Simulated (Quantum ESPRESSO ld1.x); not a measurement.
Problem. The mean radii <r> (bohr) of the occupied orbitals of an atom or ion are listed with their occupations. All-electron calculation, scalar-relativistic Kohn-Sham, relativistic LDA (MacDonald-Vosko exchange, VWN5 correlation), spin-unpolarised, spherical densities, point nucleus. Program: ld1.x of Quantum ESPRESSO 7.5.

| orbital | occ. | <r> |
|---|---|---|
| 1s | 2 | 0.01780 |
| 2s | 2 | 0.07422 |
| 2p | 6 | 0.06638 |
| 3s | 2 | 0.1783 |
| 3p | 1 | 0.1751 |

Name the element and its charge.

Solution. Z = 76, osmium, charge +63: Os63+ in [Ne] 3s2 3p1. The 1s radius gives Z: for a bare nucleus <r> = (2 gamma + 1)/(2Z) with gamma = sqrt(1 - (Z/c)^2), 0.01753 bohr for Z = 76, and screening makes it slightly larger (0.01780 here). The occupations add up to 13, and the charge is Z minus that.
